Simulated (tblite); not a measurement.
C₆H₁₀O₃Si.
Structure used (GFN2-xTB), in Å, numbered top down from 1:
```
atom  x, y, z in Å
C1    -2.770    0.172    0.088
C2    -1.613   -0.158   -0.847
C3    -0.254    0.078   -0.189
Si4    1.248    0.017   -1.373
C5     2.586    0.431   -0.050
O6     3.682    0.879   -0.276
C7     2.088    0.247    1.380
O8     1.196   -0.830    1.557
C9     0.047   -0.966    0.853
O10   -0.626   -1.937    1.058
H11   -3.720   -0.008   -0.409
H12   -2.723   -0.456    0.973
H13   -2.735    1.216    0.395
H14   -1.678   -1.206   -1.144
H15   -1.683    0.454   -1.749
H16   -0.265    1.059    0.303
H17    1.470   -1.309   -1.940
H18    1.192    1.082   -2.370
H19    2.926    0.047    2.054
H20    1.627    1.199    1.682
```

Method: GFN2-xTB as coded in tblite; computed harmonic values from a numerical Hessian at the method's own geometry, unscaled. This tight-binding method is rough: wavenumbers can miss measured ones by several per cent, in bad cases by 10 to 20. Modes of hydrogen on silicon can be 10 to 20 % off. One conformer, not necessarily the lowest.

Harmonic wavenumbers (cm⁻¹): 48.9, 87.0, 92.7, 159.2, 194.1, 201.5, 261.5, 296.2, 335.0, 346.3, 362.7, 405.0, 463.4, 524.2, 539.8, 597.2, 606.3, 661.2, 676.4, 741.3, 760.0, 804.1, 868.1, 891.3, 973.9, 1035.9, 1054.9, 1068.2, 1075.1, 1119.3, 1138.8, 1153.7, 1180.4, 1240.9, 1274.4, 1293.3, 1344.6, 1413.4, 1419.8, 1477.8, 1498.4, 1504.4, 1753.7, 1768.9, 2311.3, 2316.1, 2867.8, 2896.1, 2969.6, 2971.0, 3003.5, 3021.6, 3042.6, 3057.6.

A = 1976, B = 829.4, C = 671.1 MHz; mass 158.040 u (most abundant isotopes); point group C1, symmetry number 1.

Problem. Zero-point energy?

Solution. ½Σν̃ = 32585 cm⁻¹ = 93.17 kcal/mol.

Problem. Entropy at 298.15 K, 1 bar (ideal gas, RRHO, classical rotation)?

Solution. Translation 41.11, rotation 30.06, vibration 31.94: S = 103.1 cal/(mol K).

Problem. And Cp and H(298.15 K) − H(0)?

Solution. Cp = 43.50 cal/(mol K), of which vibrations give 35.55 (their classical limit is 54 R = 107.3); H(298.15 K) − H(0) = 7.59 kcal/mol without the zero-point energy, 5.22 from vibrations.

Problem. Which modes carry the vibrational entropy at 298.15 K?

Solution. 48.9 cm⁻¹: 4.86; 87.0 cm⁻¹: 3.73; 92.7 cm⁻¹: 3.60; 159.2 cm⁻¹: 2.56; 194.1 cm⁻¹: 2.19; 201.5 cm⁻¹: 2.12 cal/(mol K); the other 48 give 12.88 together.

Problem. Blend soft modes into free rotors: weight 1/[1 + (100 cm⁻¹/ν̃)⁴] for the oscillator and the rest for a rotor with moment μB/(μ + B), μ = h/(8π²ν), B = 10⁻⁴⁴ kg m². What vibrational entropy results?

Solution. 29.86 cal/(mol K) in place of 31.94, which changes −T·S at 298.15 K by +0.62 kcal/mol.

Hindered rotation and anharmonicity are outside this model. Other conformers, if any are populated, would add a mixing term that is left out. The structure is chiral; the term R ln 2 for an equal mix with its mirror image is left out.

Time: 0.94 s. Hardware: one thread of an Arm Neoverse V1, shared host with 32 logical CPUs at a one-minute load of 28. The figure is for the frequency step alone.
